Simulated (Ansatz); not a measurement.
Isolated molecules relaxed with PBE0-D4/def2-TZVP in Ansatz; ΔE leaves out vibrations. CCSD(T)/CBS is the MP2 limit (def2-TZVPP, def2-QZVPP) plus CCSD(T) − MP2 in def2-TZVPP, frozen cores. Functionals use def2-TZVPP. For Ge outer-core shells are correlated without core-valence functions, which leaves a few kJ/mol of doubt a bond. Scalar relativity is left out up to krypton. One conformer a species, not always the lowest.

Reaction (redistribution): `O[SiH2]PS` + `O[CH2][GeH3]` → `O[SiH2][CH2][GeH3]` + `OPS`

Q: Is it downhill or uphill in electronic energy at CCSD(T)/CBS, and by how much? (An estimate is asked.)

A: The calculation gave: Downhill: ΔE = -108.6 kJ/mol.

Q: What do these levels give: PBE0-D4, CAM-B3LYP, CCSD(T)/def2-SVP, HF/def2-QZVPP, SCS-MP2/def2-QZVPP, MP2/CBS(def2)? (Best estimate.)

A: Ansatz gave: PBE0-D4 -97.0, CAM-B3LYP -107.4, CCSD(T)/def2-SVP -81.6, HF/def2-QZVPP -111.3, SCS-MP2/def2-QZVPP -113.7, MP2/CBS(def2) -116.0 kJ/mol.

Largest T1 diagnostic among the species: 0.014.

At CCSD(T), def2-SVP lies +27.0 kJ/mol from the extrapolated value and def2-TZVPP +2.4 kJ/mol. Leaving LDA and LC-ωPBE aside and taking each functional with its dispersion term where it has one, the values, not all of them listed here, spread over 17.4 kJ/mol, from ωB97M-V to revPBE-D4. LDA lies −3.2 kJ/mol from PBE without D4.
